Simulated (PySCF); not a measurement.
Effect of structural changes

Method used: GIAO B3LYP/pcSseg-1 magnetisability, rotational g tensor and spin-rotation constants, non-relativistic, gas phase (PySCF). Geometry: GFN2-xTB.

Each molecule in one low-energy conformer. The parent is O=C(Br)CC(F)(F)F.

The calculation is non-relativistic, which matters for the atoms heavier than Zn.

(1) How does the isotropic susceptibility change along this series?
- O=C(Br)CC(F)(F)F (base)
- CC(C)CC(=O)Br (CH2CF3 replaced by iBu)
- O=C(Br)c1cccc(F)c1 (CH2CF3 replaced by 3-FC6H4)
- COCC(=O)Br (CH2CF3 replaced by CH2OCH3)
- O=C(Cl)CC(F)(F)F (Br replaced by Cl)
- O=C(Br)C(F)=C(F)F (CH2CF3 replaced by CF=CF2)

Results:

(1) 
| molecule | χ, cgs (10⁻⁶ cm³/mol) | magnetisability anisotropy (10⁻³⁰ J/T²) |
| --- | --- | --- |
| O=C(Br)CC(F)(F)F | -69.7 | 203 |
| CC(C)CC(=O)Br | -82.8 | 206 |
| O=C(Br)c1cccc(F)c1 | -91.6 | 1036 |
| COCC(=O)Br | -63.0 | 243 |
| O=C(Cl)CC(F)(F)F | -61.1 | 142 |
| O=C(Br)C(F)=C(F)F | -65.1 | 198 |

The isotropic susceptibility is lowest for O=C(Br)c1cccc(F)c1 and highest for O=C(Cl)CC(F)(F)F.
